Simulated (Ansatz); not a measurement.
A structure relaxed at PBE-D4/def2-SVP in Ansatz, charge -1, doublet:

```xyz
16

Ga    0.8822   -2.5231   -3.3884
Ga   -0.3676    3.4282    3.1858
Ga    0.6409    1.4390   -2.5338
Ga   -0.3234   -1.6817   -0.3567
Ga   -1.0884    1.6303    0.5931
Ga    1.3603    0.1815    1.7294
S     0.8681   -0.3274   -4.4478
S     2.1406   -0.5922   -2.6552
S     1.8330   -1.5865    0.5391
S    -2.2904    3.1126    1.6816
S    -1.4639   -0.2251    2.4533
S     1.1543    2.2555    0.9217
S    -1.3286    0.2782   -1.1880
S    -1.6303   -2.0904    1.5890
S    -0.6767   -3.2911   -1.8700
S     0.2900   -0.0077    3.7469
```

(1) Give its formula.

(2) Summarise the bond lengths by kind (pairs closer than 1.2 times the sum of covalent radii, bridged metal pairs left out).

## Answers

(1) Ga6S10⁻.

(2) 18 × Ga–S 2.18 to 2.65 Å; 3 × S–S 2.06 to 2.21 Å.

Another isomer (doublet) lies 2.87 eV lower at PBE0-D4/def2-TZVP; other spin states weren't run for this one.
